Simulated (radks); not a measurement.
Q: Neutral cerium: order these configurations by energy. All-electron calculation, scalar-relativistic Kohn-Sham, PBEsol, spin-polarised, spherical densities, finite nucleus; Fermi nuclear charge, rms radius of each element as measured or else 0.836 A^(1/3) + 0.57 fm. Program: a radial shooting solver on a logarithmic mesh with Libxc functionals. Open shells are filled with parallel spins first. [Xe] 4f1 5d1 6s1 6p1; [Xe] 4f1 5d1 6s2; [Xe] 4f1 5d2 6s1; [Xe] 4f1 6s2 6p1; [Xe] 4f2 6s1 6p1; [Xe] 4f2 6s2.

A: From the lowest, in eV above it: [Xe] 4f2 6s2 0.000; [Xe] 4f1 5d2 6s1 0.488; [Xe] 4f1 5d1 6s2 0.533; [Xe] 4f2 6s1 6p1 1.647; [Xe] 4f1 5d1 6s1 6p1 2.214; [Xe] 4f1 6s2 6p1 2.903.
